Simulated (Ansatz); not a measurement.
Gas-phase electronic energies from Ansatz, PBE0-D4/def2-TZVP geometries. CCSD(T)/CBS is the MP2 limit (def2-TZVPP, def2-QZVPP) plus CCSD(T) − MP2 in def2-TZVPP, frozen cores. This one scheme is used for every species, atoms too. Functionals use def2-TZVPP. No spin–orbit coupling; open shells (•) take unrestricted orbitals. Spin–orbit coupling would lower the free atoms: a little for C, F, Si; clearly for Ge. Bonds to Ge are less sure, by a few kJ/mol each and by 10 to 20 or more in all where they break to atoms, as the def2 sets lack core-valence functions. Scalar relativity is left out up to krypton.

Reaction (atomization): `F[CH]1[SiH2][GeH2]1` → C• + F• + Ge• + 5 H• + Si•

Problem. What is ΔE at CCSD(T)/CBS? (Estimate.)

Solution. Computed: +656.2 kcal/mol.

Problem. What do these levels give: r2SCAN-D4, ωB97M-V, r2SCAN, CCSD(T)/def2-TZVPP, MP2/CBS(def2), CCSD/CBS(def2)? (Estimate.)

Solution. Ansatz gave: r2SCAN-D4 658.3, ωB97M-V 652.7, r2SCAN 657.3, CCSD(T)/def2-TZVPP 638.7, MP2/CBS(def2) 660.6, CCSD/CBS(def2) 645.2 kcal/mol.

Largest T1 diagnostic among the species: 0.013.

In def2-TZVPP, CCSD(T) changes the Hartree–Fock value by +179.6 kcal/mol (the triples alone add +11.0 kcal/mol) and MP2 by +184.0 kcal/mol; breaking electron pairs costs correlation energy, which Hartree–Fock lacks. From PBE to PBE0 (25 % exact exchange), in def2-TZVPP and without D4, ΔE moves by −10.9 kcal/mol: exact exchange takes away binding that semilocal exchange gives to molecules.

For atomizations the MP2-based limit and the directly extrapolated one differ by several kJ/mol either way, and by 10 to 25 for some Ge, Se and Sn compounds, so smaller differences from it don't rank the levels.
